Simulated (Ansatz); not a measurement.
`CC(C)=N[SiH3]` and `CC(C)=N` differ in one atom or group.

Ansatz, PBE0-D4/def2-TZVP geometries, multiplicity 1. Each molecule was computed in one conformer, which needn't be the lowest.

| property | `CC(C)=N[SiH3]` |
| --- | --- |
| HOMO energy (PBE0/def2-TZVPP) / eV | -6.80 |
| size of the dipole moment (B3LYP/def2-TZVPP) / D | 2.37 |
| HOMO energy (B3LYP/def2-TZVPP) / eV | -6.57 |
| HOMO–LUMO gap (PBE0/def2-TZVPP) / eV | 6.22 |
| LUMO energy (PBE0/def2-TZVPP) / eV | -0.57 |
| HOMO energy (ωB97M-V/def2-TZVPP) / eV | -9.12 |

(1) What does the change do to each property? (Best estimate.)

## Answers

(1) Computed: 
| property | `CC(C)=N` | shift |
| --- | --- | --- |
| HOMO energy (PBE0/def2-TZVPP) / eV | -7.39 | -0.59 |
| size of the dipole moment (B3LYP/def2-TZVPP) / D | 2.44 | 0.07 |
| HOMO energy (B3LYP/def2-TZVPP) / eV | -7.16 | -0.59 |
| HOMO–LUMO gap (PBE0/def2-TZVPP) / eV | 7.63 | 1.41 |
| LUMO energy (PBE0/def2-TZVPP) / eV | 0.24 | 0.81 |
| HOMO energy (ωB97M-V/def2-TZVPP) / eV | -9.81 | -0.69 |

With PBE0 the HOMO falls by 0.59 eV and the LUMO rises by 0.81 eV, so the gap widens by about 1.40 eV. PBE moves the HOMO by -0.42 eV and ωB97M-V by -0.69 eV. Dipoles are sizes alone; their direction can turn.

B3LYP here is the variant with VWN-RPA as its local correlation; programs differ in this.
